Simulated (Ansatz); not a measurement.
A run of Ansatz (development build ahead of 0.2.0) on singlet Li₄H₄ at this shape:

```yaml
atoms:
  - { symbol: H, position_ang: [-0.9393, -0.9300, -0.9300] }
  - { symbol: Li, position_ang: [-0.9393, -0.9300, 0.9300] }
  - { symbol: Li, position_ang: [-0.9393, 0.9300, -0.9300] }
  - { symbol: H, position_ang: [-0.9393, 0.9300, 0.9300] }
  - { symbol: Li, position_ang: [0.9393, -0.9300, -0.9300] }
  - { symbol: H, position_ang: [0.9393, -0.9300, 0.9300] }
  - { symbol: H, position_ang: [0.9393, 0.9300, -0.9300] }
  - { symbol: Li, position_ang: [0.9393, 0.9300, 0.9300] }
```

Its results:

```yaml
Converged: yes
Total_energy: -32.12941 hartree
Spin_squared_of_the_determinant: 0.000
```

Q: Which input gives this output? Name the method, the orbitals and the basis set, and write the input.

A: RHF in def2-SVP. An unrestricted run that stays on the closed shell gives the same numbers.

```yaml
crystal:
  periodic: [false, false, false]
  atoms:
    - { symbol: H, position_ang: [-0.9393, -0.93, -0.93] }
    - { symbol: Li, position_ang: [-0.9393, -0.93, 0.93] }
    - { symbol: Li, position_ang: [-0.9393, 0.93, -0.93] }
    - { symbol: H, position_ang: [-0.9393, 0.93, 0.93] }
    - { symbol: Li, position_ang: [0.9393, -0.93, -0.93] }
    - { symbol: H, position_ang: [0.9393, -0.93, 0.93] }
    - { symbol: H, position_ang: [0.9393, 0.93, -0.93] }
    - { symbol: Li, position_ang: [0.9393, 0.93, 0.93] }
basis:
  gaussian: { orbitals: def2-SVP }
hamiltonian:
  xc: hf
```
